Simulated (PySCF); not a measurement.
Isomers of C4H13NOSi2 and their computed core-level spectra.

Computed with delta-SCF UKS SCAN, pcX-2 on the ionised atom, pcseg-1 elsewhere, spin-free X2C in PySCF 2.14.0. Geometries: PBE0-D3(BJ)/def2-SVP; isolated species, one conformer each.

Line lists (1s up to Mg, 2p3/2 beyond; areas count atoms within a level, one atom standing for each set equivalent by bonding):
1. C 1s: 289.82 (area 1), 289.93 (area 1), 291.22 (area 1), 292.05 (area 1) eV; N 1s: 403.69 eV; O 1s: 538.26 eV; Si 2p3/2: 106.24 (area 1), 106.40 (area 1) eV
2. C 1s: 290.12 (area 3), 291.36 (area 1) eV; N 1s: 404.61 eV; O 1s: 537.58 eV; Si 2p3/2: 106.78 (area 1), 107.29 (area 1) eV
3. C 1s: 290.01 (area 1), 290.60 (area 1), 291.30 (area 1), 291.84 (area 1) eV; N 1s: 403.97 eV; O 1s: 537.91 eV; Si 2p3/2: 106.57 (area 1), 106.67 (area 1) eV
4. C 1s: 290.06 (area 1), 290.12 (area 1), 291.28 (area 2) eV; N 1s: 404.11 eV; O 1s: 537.26 eV; Si 2p3/2: 106.83 (area 1), 106.95 (area 1) eV

Structures:
A. `CN(C)[Si@H]1CC[SiH2]O1`
B. `CCO[C@@H]1C[SiH2]N[SiH2]1`
C. `COC[Si@H]1CC[SiH2]N1`
D. `[H]/N=C\[SiH2]O[Si](C)(C)C`

Problem. Which list belongs to which compound?

Solution. 
- 1 = C: another candidate has the same counts of sites, so positions decide. C 1s: 289.82 sp3 carbon bound to silicon, 289.93 sp3 carbon bound to silicon, 291.22 sp3 carbon bound to oxygen, 292.05 methoxy carbon; N 1s: 403.69 nitrogen bridging silicon atoms; O 1s: 538.26 ether oxygen; Si 2p3/2: 106.24 SiH silicon, 106.40 SiH2 silicon.
- 2 = D: no other candidate has these counts of sites. C 1s: 290.12 Si-methyl carbon (×3), 291.36 C=N carbon; N 1s: 404.61 C=N nitrogen; O 1s: 537.58 siloxane oxygen; Si 2p3/2: 106.78 oxygen-bound silicon, 107.29 oxygen-bound silicon.
- 3 = B: another candidate has the same counts of sites, so positions decide. C 1s: 290.01 sp3 carbon bound to silicon, 290.60 methyl carbon, 291.30 sp3 carbon bound to oxygen, 291.84 sp3 carbon bound to oxygen; N 1s: 403.97 nitrogen bridging silicon atoms; O 1s: 537.91 ether oxygen; Si 2p3/2: 106.57 SiH2 silicon, 106.67 SiH2 silicon.
- 4 = A: no other candidate has these counts of sites. C 1s: 290.06 sp3 carbon bound to silicon, 290.12 sp3 carbon bound to silicon, 291.28 N-methyl carbon (×2); N 1s: 404.11 silicon-bound nitrogen; O 1s: 537.26 siloxane oxygen; Si 2p3/2: 106.83 oxygen-bound silicon, 106.95 oxygen-bound silicon.

The 2p values aren't plain energy differences: one relaxed spin-free 2p hole is combined with a matrix within the shell (ground-state 2p orbital-energy differences and spin–orbit coupling). 2p3/2, the mean of its two sublevels, lies a third of the splitting below the shell's mean and 2p1/2 two thirds above it; the statistical areas are 2:1. 1 of these hole states is spin-contaminated (⟨S²⟩ 0.86, against 0.75; counted from 0.85) and less certain.
